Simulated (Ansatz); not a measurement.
C$_{2}$H$_{6}$Cl$_{2}$F$_{2}$O$_{2}$W (`C[O][W]([F])([F])([Cl])([Cl])[O]C`) at its PBE0-D4/def2-TZVP geometry, where that method's forces vanish. The species carries charge 0 and has multiplicity 1. W takes the def2 core potential.

```xyz
15

C     1.9073    1.1185    1.6559
O     0.7856    0.4089    1.2102
W     0.3064   -0.7347   -0.1423
F    -0.0879   -2.1098    1.0510
F     2.0880   -1.3078   -0.1818
Cl   -0.0182   -2.1892   -1.9260
Cl    0.9087    0.9413   -1.6582
O    -1.4340   -0.2246   -0.2876
C    -2.5482    0.0031   -1.0956
H     2.0738    1.9613    0.9773
H     1.7164    1.4834    2.6658
H     2.7824    0.4635    1.6450
H    -3.4321    0.1088   -0.4656
H    -2.3817    0.9196   -1.6686
H    -2.6664   -0.8423   -1.7795
```

**Question.** What forces (eV/Å) does PBE-D4/def2-TZVPP give on these atoms in Ansatz? (An estimate is asked.)

**Answer.** The calculation gave: 
```
C1   0.059  0.056  0.071
O2  -0.070  0.374  0.540
W3   0.204 -0.198 -0.490
F4  -0.161 -0.505  0.461
F5   0.675 -0.214 -0.016
Cl6 -0.079 -0.253 -0.306
Cl7  0.092  0.297 -0.238
O8  -0.646  0.216  0.112
C9  -0.085  0.017 -0.015
H10  0.055  0.191 -0.146
H11 -0.015  0.097  0.224
H12  0.209 -0.130 -0.002
H13 -0.220  0.031  0.116
H14  0.019  0.205 -0.143
H15 -0.037 -0.184 -0.168
```
